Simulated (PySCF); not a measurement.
A GIAO shielding run with PySCF (density fitting, non-relativistic, gas phase) on SMILES CCC[SiH]1CCCCC1, C8H18Si:

```
{"job": {"kind": "nmr", "xc": "PBE0", "basis": "pcSseg-1"}, "charge": 0, "multiplicity": 1}
C      3.768907     0.099782    -0.695400
C      2.584269    -0.445114     0.095192
C      1.436163     0.558444     0.161584
Si    -0.071819    -0.065600     1.149406
C     -1.442011     1.255612     1.146496
C     -2.159379     1.292185    -0.201683
C     -2.752306    -0.061028    -0.588811
C     -1.697775    -1.114980    -0.920750
C     -0.904237    -1.557790     0.307914
H      4.147445     1.010381    -0.235160
H      4.577156    -0.627676    -0.731517
H      3.471193     0.332617    -1.716116
H      2.236045    -1.369209    -0.370342
H      2.907240    -0.691097     1.108702
H      1.139647     0.816606    -0.857242
H      1.806637     1.481372     0.612227
H      0.333183    -0.404918     2.525375
H     -2.171862     1.027737     1.924139
H     -1.047891     2.247019     1.371194
H     -2.965515     2.031171    -0.164348
H     -1.462394     1.612299    -0.979921
H     -3.396863     0.076041    -1.461623
H     -3.377503    -0.425197     0.230421
H     -1.015537    -0.713347    -1.673834
H     -2.195520    -1.982957    -1.363803
H     -1.588331    -2.038511     1.009147
H     -0.178836    -2.317419     0.014977
```

Hardware: 1 thread of an Arm Neoverse V1, shared host. The job also computes population analyses, field gradients, ring-centre shieldings.

(1) How large is the calculation?

(2) How long does it take?

Results:

(1) 80 electrons, 250 basis functions and 1313 auxiliary functions.

(2) 63 s of wall time, with 14 SCF cycles and 4 response iterations. Times on a shared host scatter by some tens of per cent.
